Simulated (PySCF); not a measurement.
PySCF input file for CH5GaO3, SMILES C[O][Ga]([OH])[OH], PBE0/pcSseg-1. Coordinates come from a PBE0-D3(BJ)/def2-SVP optimisation. The structure was generated by enumeration; whether it is a known compound was not checked. The values are those of a single conformer.

```python
import numpy as np
from pyscf import gto, scf, dft
from pyscf.prop.nmr import rks as nmr

mol = gto.M(
    atom='''
    Ga    0.10208970    0.29761331    0.18785084
    O     1.17691331    1.70738713    0.22242240
    H     1.75027622    1.75873325   -0.54978854
    O    -1.04490748   -0.00478336    1.50620434
    H    -1.00481386    0.66224725    2.19938131
    O     0.17222880   -0.82307083   -1.17957064
    C    -0.63067476   -1.96574942   -1.30195475
    H    -1.22515114   -1.91542969   -2.23156726
    H    -0.00018234   -2.87089474   -1.36082099
    H    -1.33473811   -2.10243591   -0.46130096
    ''',
    basis='pcSseg-1',
    charge=0,
    spin=0,
    max_memory=1600,
    verbose=3,
)
mf = dft.RKS(mol, xc='pbe0')
mf.grids.level = 3
mf.conv_tol = 1e-10
mf.max_cycle = 100
mf.kernel()
n = nmr.NMR(mf)
n.verbose = 2
n.max_cycle_cphf = 60
sigma = n.kernel()
print('atom   isotropic/ppm   span/ppm')
for i, s in enumerate(sigma):
    w = np.linalg.eigvalsh((s + s.T) / 2)
    print(f'{mol.atom_symbol(i):2s}{i + 1:3d} {w.mean():14.3f} {w[2] - w[0]:11.3f}')
```

Output:

```
converged SCF energy = -2190.94520847208
atom   isotropic/ppm   span/ppm
Ga  1       1484.343     372.719
O   2        307.944      71.199
H   3         29.829      23.216
O   4        314.516      74.770
H   5         29.786      23.048
O   6        306.342     140.651
C   7        127.344      86.750
H   8         27.359      11.328
H   9         27.355      11.327
H  10         27.062      12.251
```

Self-consistency was reached.

Cost: very roughly 40 core-seconds.
